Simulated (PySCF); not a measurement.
Y, doublet (typed; the unrestricted solution is spin-contaminated) (core potentials on Y); PySCF with PBE/def2-SVP.

Here is a job for PySCF.
```python
from pyscf import gto, scf, dft

mol = gto.M(
    atom='''
Y     0.000000    0.000000    0.000000
''',
    basis='def2-svp',
    ecp={'Y': 'def2-svp'},
    charge=0,
    spin=1,
    verbose=4,
)

mf = dft.UKS(mol)
mf.xc = 'pbe'
mf.kernel()
```

Q: Predict the main parts of the log of this PySCF run.

A: 
```
PySCF version 2.14.0

[INPUT] verbose = 4
[INPUT] num. atoms = 1
[INPUT] num. electrons = 11
[INPUT] charge = 0
[INPUT] spin (= nelec alpha-beta = 2S) = 1
[INPUT] symmetry False subgroup None
[INPUT] Mole.unit = angstrom
[INPUT] Symbol           X                Y                Z      unit          X                Y                Z       unit  Magmom
[INPUT]  1 Y      0.000000000000   0.000000000000   0.000000000000 AA    0.000000000000   0.000000000000   0.000000000000 Bohr   0.0

nuclear repulsion = 0
number of shells = 11
number of NR pGTOs = 57
number of NR cGTOs = 31
basis = def2-svp
ecp = {'Y': 'def2-svp'}

******** <class 'pyscf.dft.uks.UKS'> ********
method = UKS
initial guess = minao
damping factor = 0
level_shift factor = 0
DIIS = <class 'pyscf.scf.diis.CDIIS'>
diis_start_cycle = 1
diis_space = 8
diis_damp = 0
SCF conv_tol = 1e-09
SCF conv_tol_grad = None
SCF max_cycles = 50
direct_scf = True
direct_scf_tol = 1e-13
number electrons alpha = 6  beta = 5
XC library pyscf.dft.libxc version 7.1.2
    S. Lehtola, C. Steigemann, M. J. T. Oliveira, and M. A. L. Marques,  SoftwareX 7, 1–5 (2018)
XC functionals = pbe
    J. P. Perdew, K. Burke, and M. Ernzerhof,  Phys. Rev. Lett. 77, 3865 (1996)
    J. P. Perdew, K. Burke, and M. Ernzerhof,  Phys. Rev. Lett. 78, 1396 (1997)
    J. P. Perdew, K. Burke, and M. Ernzerhof,  Phys. Rev. Lett. 77, 3865 (1996)
    J. P. Perdew, K. Burke, and M. Ernzerhof,  Phys. Rev. Lett. 78, 1396 (1997)
radial grids:
    Treutler-Ahlrichs [JCP 102, 346 (1995); DOI:10.1063/1.469408] (M4) radial grids

becke partition: Becke, JCP 88, 2547 (1988); DOI:10.1063/1.454033
pruning grids: <function nwchem_prune>
grids dens level: 3
symmetrized grids: False
atomic radii adjust function: <function treutler_atomic_radii_adjust>
small_rho_cutoff = 0
Set gradient conv threshold to 3.16228e-05
tot grids = 21880
init E= -32.9360003075163

cycle= 1 E= -37.7099526453241  delta_E= -4.77  |g|= 0.544  |ddm|= 3.32
cycle= 2 E= -37.7378164334115  delta_E= -0.0279  |g|= 0.743  |ddm|= 3.12
cycle= 3 E= -38.197202188721  delta_E= -0.459  |g|= 0.124  |ddm|= 2.58
cycle= 4 E= -38.2062933092384  delta_E= -0.00909  |g|= 0.0383  |ddm|= 0.211
cycle= 5 E= -38.208256503248  delta_E= -0.00196  |g|= 0.0111  |ddm|= 0.283
cycle= 6 E= -38.2087680325282  delta_E= -0.000512  |g|= 0.00676  |ddm|= 0.0892
cycle= 7 E= -38.2093933526295  delta_E= -0.000625  |g|= 0.00748  |ddm|= 0.153
cycle= 8 E= -38.2094590811717  delta_E= -6.57e-05  |g|= 0.00703  |ddm|= 0.0148
cycle= 9 E= -38.2098679668298  delta_E= -0.000409  |g|= 0.00163  |ddm|= 0.14
cycle= 10 E= -38.2098716635537  delta_E= -3.7e-06  |g|= 0.0019  |ddm|= 0.0435
cycle= 11 E= -38.2098810980736  delta_E= -9.43e-06  |g|= 0.000405  |ddm|= 0.018
cycle= 12 E= -38.2098813555924  delta_E= -2.58e-07  |g|= 0.000146  |ddm|= 0.00243
cycle= 13 E= -38.2098813879433  delta_E= -3.24e-08  |g|= 1.35e-05  |ddm|= 0.00102
cycle= 14 E= -38.2098813881524  delta_E= -2.09e-10  |g|= 1.29e-05  |ddm|= 0.000301
Extra cycle  E= -38.209881388714  delta_E= -5.62e-10  |g|= 4.5e-06  |ddm|= 0.0001
converged SCF energy = -38.209881388714  <S^2> = 0.92028287  2S+1 = 2.1635923
```
